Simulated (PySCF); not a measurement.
C₂H₅Se₂ (SMILES [CH2][Se][Se]C), doublet, geometry from GFN2-xTB, atoms displaced at random by about 0.03 Å a coordinate; TPSS/STO-3G, gradient by finite differences run with PySCF.

Input for PySCF:
```python
from pyscf import gto, scf, dft

mol = gto.M(
    atom='''
C     2.343088   -0.081241    0.257633
Se    0.939849    0.006604   -0.809304
Se   -0.856027    0.274927    0.722826
C    -2.050804   -1.100967    0.064570
H     3.277787    0.277097   -0.066263
H     2.274736   -0.617652    1.243763
H    -3.026687   -0.979934    0.587856
H    -2.238509   -0.922762   -1.044266
H    -1.595859   -2.110792    0.174353
''',
    basis='sto-3g',
    charge=0,
    spin=1,
    verbose=4,
)

mf = dft.UKS(mol)
mf.xc = 'tpss'
mf.conv_tol = 1e-11
mf.kernel()
scan, done = mf.as_scanner(), []
scan.scf_summary = {}
def energy(d):
    c = mol.atom_coords()
    c[5, 2] += d
    e = scan(mol.set_geom_(c, unit='Bohr', inplace=False))
    done.append(scan.converged)
    return e
h = 0.01
fd = (energy(h) - energy(-h)) / (2 * h)
print('dE/dx =', fd)
```

The log (banner, timings and long lists left out):

```
PySCF version 2.14.0

[INPUT] verbose = 4
[INPUT] num. atoms = 9
[INPUT] num. electrons = 85
[INPUT] charge = 0
[INPUT] spin (= nelec alpha-beta = 2S) = 1
[INPUT] symmetry False subgroup None
[INPUT] Mole.unit = angstrom
[INPUT] Symbol           X                Y                Z      unit          X                Y                Z       unit  Magmom
[...]
nuclear repulsion = 523.954741626041
number of shells = 27
number of NR pGTOs = 153
number of NR cGTOs = 51
basis = sto-3g
ecp = {}

******** <class 'pyscf.dft.uks.UKS'> ********
method = UKS
initial guess = minao
damping factor = 0
level_shift factor = 0
DIIS = <class 'pyscf.scf.diis.CDIIS'>
diis_start_cycle = 1
diis_space = 8
diis_damp = 0
SCF conv_tol = 1e-11
SCF conv_tol_grad = None
SCF max_cycles = 50
direct_scf = True
direct_scf_tol = 1e-13
number electrons alpha = 43  beta = 42
XC library pyscf.dft.libxc version 7.1.2
    S. Lehtola, C. Steigemann, M. J. T. Oliveira, and M. A. L. Marques,  SoftwareX 7, 1–5 (2018)
XC functionals = tpss
    J. Tao, J. P. Perdew, V. N. Staroverov, and G. E. Scuseria,  Phys. Rev. Lett. 91, 146401 (2003)
    J. P. Perdew, J. Tao, V. N. Staroverov, and G. E. Scuseria,  J. Chem. Phys. 120, 6898 (2004)
    J. Tao, J. P. Perdew, V. N. Staroverov, and G. E. Scuseria,  Phys. Rev. Lett. 91, 146401 (2003)
    J. P. Perdew, J. Tao, V. N. Staroverov, and G. E. Scuseria,  J. Chem. Phys. 120, 6898 (2004)
radial grids:
    Treutler-Ahlrichs [JCP 102, 346 (1995); DOI:10.1063/1.469408] (M4) radial grids

becke partition: Becke, JCP 88, 2547 (1988); DOI:10.1063/1.454033
pruning grids: <function nwchem_prune>
grids dens level: 3
symmetrized grids: False
atomic radii adjust function: <function treutler_atomic_radii_adjust>
small_rho_cutoff = 0
Set gradient conv threshold to 3.16228e-06
tot grids = 118128
init E= -4821.96183591379

cycle= 1 E= -4827.51189391518  delta_E= -5.55  |g|= 0.532  |ddm|= 2.86
cycle= 2 E= -4826.71449263644  delta_E= 0.797  |g|= 0.99  |ddm|= 3.24
cycle= 3 E= -4827.81180917772  delta_E= -1.1  |g|= 0.247  |ddm|= 2.41
cycle= 4 E= -4827.86456825176  delta_E= -0.0528  |g|= 0.128  |ddm|= 0.873
cycle= 5 E= -4827.88585300213  delta_E= -0.0213  |g|= 0.0133  |ddm|= 0.36
cycle= 6 E= -4827.88636803788  delta_E= -0.000515  |g|= 0.00959  |ddm|= 0.0928
cycle= 7 E= -4827.88643949999  delta_E= -7.15e-05  |g|= 0.00526  |ddm|= 0.0263
cycle= 8 E= -4827.88646326785  delta_E= -2.38e-05  |g|= 0.00106  |ddm|= 0.0125
[...]
converged SCF energy = -4827.8864648107  <S^2> = 0.75951439  2S+1 = 2.0094919
converged SCF energy = -4827.8862791952  <S^2> = 0.75952887  2S+1 = 2.0095063
[...]
   7 H     -3.026687000000  -0.979934000000   0.587856000000 AA   -5.719609494781  -1.851806880150   1.110886840682 Bohr
   8 H     -2.238509000000  -0.922762000000  -1.044266000000 AA   -4.230168937374  -1.743767458156  -1.973376741195 Bohr
   9 H     -1.595859000000  -2.110792000000   0.174353000000 AA   -3.015736443422  -3.988818785923   0.329479418996 Bohr

******** <class 'pyscf.scf.hf.UKS_Scanner'> ********
method = UKS_Scanner
initial guess = minao
damping factor = 0
level_shift factor = 0
DIIS = <class 'pyscf.scf.diis.CDIIS'>
diis_start_cycle = 1
diis_space = 8
diis_damp = 0
SCF conv_tol = 1e-11
SCF conv_tol_grad = None
SCF max_cycles = 50
direct_scf = True
direct_scf_tol = 1e-13
number electrons alpha = 43  beta = 42
XC library pyscf.dft.libxc version 7.1.2
    S. Lehtola, C. Steigemann, M. J. T. Oliveira, and M. A. L. Marques,  SoftwareX 7, 1–5 (2018)
XC functionals = tpss
    J. Tao, J. P. Perdew, V. N. Staroverov, and G. E. Scuseria,  Phys. Rev. Lett. 91, 146401 (2003)
    J. P. Perdew, J. Tao, V. N. Staroverov, and G. E. Scuseria,  J. Chem. Phys. 120, 6898 (2004)
    J. Tao, J. P. Perdew, V. N. Staroverov, and G. E. Scuseria,  Phys. Rev. Lett. 91, 146401 (2003)
    J. P. Perdew, J. Tao, V. N. Staroverov, and G. E. Scuseria,  J. Chem. Phys. 120, 6898 (2004)
radial grids:
    Treutler-Ahlrichs [JCP 102, 346 (1995); DOI:10.1063/1.469408] (M4) radial grids

becke partition: Becke, JCP 88, 2547 (1988); DOI:10.1063/1.454033
pruning grids: <function nwchem_prune>
grids dens level: 3
symmetrized grids: False
atomic radii adjust function: <function treutler_atomic_radii_adjust>
small_rho_cutoff = 0
Set gradient conv threshold to 3.16228e-06
tot grids = 118128
init E= -4827.88873143873
cycle= 1 E= -4827.88661184142  delta_E= 0.00212  |g|= 0.00315  |ddm|= 0.0106
cycle= 2 E= -4827.88659274315  delta_E= 1.91e-05  |g|= 0.00577  |ddm|= 0.0214
cycle= 3 E= -4827.88662240518  delta_E= -2.97e-05  |g|= 0.000284  |ddm|= 0.0133
cycle= 4 E= -4827.88662248066  delta_E= -7.55e-08  |g|= 8.63e-05  |ddm|= 0.00078
cycle= 5 E= -4827.88662248857  delta_E= -7.9e-09  |g|= 2.99e-05  |ddm|= 0.000322
cycle= 6 E= -4827.8866224897  delta_E= -1.14e-09  |g|= 2.66e-06  |ddm|= 8.87e-05
cycle= 7 E= -4827.88662248971  delta_E= -1.82e-12  |g|= 1.1e-06  |ddm|= 1.29e-05
Extra cycle  E= -4827.8866224897  delta_E= 3.64e-12  |g|= 1.35e-06  |ddm|= 5.87e-06
converged SCF energy = -4827.8866224897  <S^2> = 0.75950013  2S+1 = 2.0094777
dE/dx = 0.017164725159091176
```
